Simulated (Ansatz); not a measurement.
The same path of FH₅OSi₂ (9 atoms, charge 0, multiplicity 1) was run twice with different band settings. Lost on the way: Si1–H2, Si1–F3. Made: H2–F3.

Level of theory: RKS PBE/6-31G* in Ansatz 0.2.0.

Relaxed end points:

```xyz
9
Properties=species:S:1:pos:R:3
Si 0.114 0.004 0.143
H 0.584 -0.136 1.556
F 1.414 0.303 -0.797
O -0.911 1.323 0.186
H -1.402 1.492 -0.641
Si -0.956 -1.910 -0.703
H -2.090 -2.297 0.203
H -1.531 -1.633 -2.065
H -0.015 -3.074 -0.816
```

```xyz
9
Properties=species:S:1:pos:R:3
Si -0.664 0.137 0.725
H 1.656 0.114 1.247
F 1.694 -0.173 0.333
O -1.009 1.397 -0.349
H -1.297 1.151 -1.251
Si -1.209 -1.802 -0.660
H -1.891 -2.906 0.104
H -2.113 -1.447 -1.820
H 0.038 -2.399 -1.262
```

Common settings: movable images 7; climbing image yes; optimiser quadratic models (default); start path through a guess of the saddle point; force threshold 0.03 eV/Å; iteration limit 60; end points relaxed.

| run | spring |
| --- | --- |
| 1 | 5.0 eV/Å² |
| 2 | 50.0 eV/Å² |

(1) What does each run give, and how far can it be trusted?

Answers

(1) Run 1: converged after 13 iterations, highest image 3.376 eV above the first end. Neighbouring images differ by up to 1.6 eV, so the band resolves the path poorly. A vibrational analysis at the climbing image gives 2 clearly imaginary modes (822i, 75i cm⁻¹): a point of higher order, so a lower path passes nearby.
Run 2: converged after 31 iterations, highest image 3.350 eV above the first end. The profile has 2 maxima (images 2, 6) with wells between them (image 4): this band takes more than one step, which may be the mechanism or a detour left from its start path. A structure lower than the last end lies on the path between it and the top, so the climb from that side starts below the end, which may itself be a saddle point or a shallow side well. Neighbouring images differ by up to 3.1 eV, so the band resolves the path poorly. The order of the stationary point at the top wasn't checked.
The orbitals stay closed-shell, which can raise the energy where a bond breaks towards radicals; this wasn't checked here.
